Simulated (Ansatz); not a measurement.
`CC(S)BO` + H₂Te → `OB[TeH]` + `CCS`  (ligand exchange at a B–C bond)

Computed with Ansatz on PBE0-D4/def2-TZVP structures; ΔE is electronic, products minus reactants. CCSD(T)/CBS adds triple-zeta CCSD(T) − MP2 to the extrapolated MP2 energy (def2 sets, frozen cores). Functionals use def2-TZVPP. B3LYP here is the variant with VWN-RPA as its local correlation; programs differ in this. Elements past krypton have def2 core potentials. For Te outer-core shells are correlated without core-valence functions, which leaves a few kJ/mol of doubt a bond. One conformer a species, not always the lowest.

```
             level  ΔE (kJ/mol)  difference from CCSD(T)/CBS
            PBE-D4        -46.3                          0.6
         r2SCAN-D4        -46.0                          0.9
           PBE0-D4        -46.0                          0.9
          B3LYP-D4        -43.8                          3.1
           ωB97X-V        -42.8                          4.1
           ωB97M-V        -40.1                          6.8
            B2PLYP        -48.1                         -1.2
               PBE        -49.6                         -2.7
            r2SCAN        -47.2                         -0.3
              PBE0        -48.9                         -2.0
             B3LYP        -48.8                         -1.9
     HF/def2-TZVPP        -50.1                         -3.2
    MP2/def2-TZVPP        -48.3                         -1.4
SCS-MP2/def2-TZVPP        -47.4                         -0.5
   CCSD/def2-TZVPP        -43.1                          3.8
CCSD(T)/def2-TZVPP        -43.0                          3.9
     HF/def2-QZVPP        -50.5                         -3.6
    MP2/def2-QZVPP        -50.7                         -3.8
SCS-MP2/def2-QZVPP        -49.6                         -2.7
      HF/CBS(def2)        -50.5                         -3.6
     MP2/CBS(def2)        -52.3                         -5.4
    CCSD/CBS(def2)        -47.1                         -0.2
       CCSD(T)/CBS        -46.9                            0
```

Largest T1 diagnostic among the species: 0.013.

The D4 term adds +5.0 kJ/mol with B3LYP and +2.9 kJ/mol with PBE0; it sums over pairs of atoms, weighted by their polarisabilities, and B3LYP, whose exchange is more repulsive, gets the larger term.
